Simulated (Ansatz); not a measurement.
Li₅Sn⁻, relaxed as a singlet with RKS r2SCAN-D4/def2-TZVPD in Ansatz, starting from the GFN1-xTB geometry. Force threshold 0.02 eV/Å.

In the def2 sets Sn takes a core potential; there is no spin–orbit coupling. The restricted singlet is unstable towards broken spin symmetry in Hartree–Fock (as tested in another run); at r2SCAN-D4/def2-TZVPD this wasn't settled. The highest occupied level of the charge -1 singlet lies above zero (up to 0.22 eV). The electron is either unbound and held by the finite basis, or the level is raised by self-interaction error. Another isomer (singlet) lies 0.35 eV lower at PBE0-D4/def2-TZVPD; other spin states weren't run for this one.

Start:

Cartesian coordinates in Å:
```
Li -1.1992 -2.1575 -0.4388
Li -2.1640 -0.0678 -1.1143
Li 0.6412 0.0426 -0.7313
Li 2.8703 1.4434 -0.2334
Li 1.1129 1.0264 1.3319
Sn -1.2611 -0.2871 1.1860
```

| step | energy (eV) | largest force component (eV/Å) | SCF passes |
| --- | --- | --- | --- |
| 1 | -6856.8610 | 1.189 | 20 |
| 2 | -6857.4883 | 0.397 | 28 |
| 3 | -6857.7008 | 0.184 | 27 |
| 4 | -6857.7562 | 0.205 | 28 |
| 5 | -6857.8011 | 0.126 | 24 |
| 6 | -6857.8489 | 0.122 | 24 |
| 7 | -6857.8764 | 0.149 | 23 |
| 8 | -6857.9011 | 0.115 | 23 |
| 9 | -6857.9153 | 0.158 | 24 |
| 10 | -6857.9252 | 0.076 | 25 |
| 11 | -6857.9357 | 0.057 | 25 |
| 12 | -6857.9446 | 0.088 | 26 |
| 13 | -6857.9531 | 0.130 | 25 |
| 14 | -6857.9711 | 0.139 | 26 |
| 15 | -6857.9863 | 0.099 | 26 |
| 16 | -6857.9897 | 0.081 | 25 |
| 17 | -6857.9919 | 0.038 | 28 |
| 18 (rejected) | -6857.9885 | 0.094 | 28 |
| 19 (rejected) | -6857.9919 | 0.040 | 27 |
| 20 | -6857.9924 | 0.007 | 28 |

Force components are those of the run's own axes.

End:

```xyz
6

Li   -1.867   -2.331   -0.781
Li   -1.012    0.877   -0.924
Li    1.165   -1.126   -0.137
Li    2.391    2.216   -0.964
Li    0.513    1.191    1.618
Sn   -1.190   -0.827    1.188
```

Bonds lost: Li1–Li2, Li1–Li3, Li3–Li4, Li4–Li5 (atoms count from 1). Bonds formed: Li2–Li5 (atoms count from 1). Metal–metal contacts that move far: Li3–Li5 2.33 to 2.98 Å.

No frequencies were taken in this run, so the end may be a saddle point.

It took 37 s on 4 threads of Arm Neoverse V1 on a shared host.
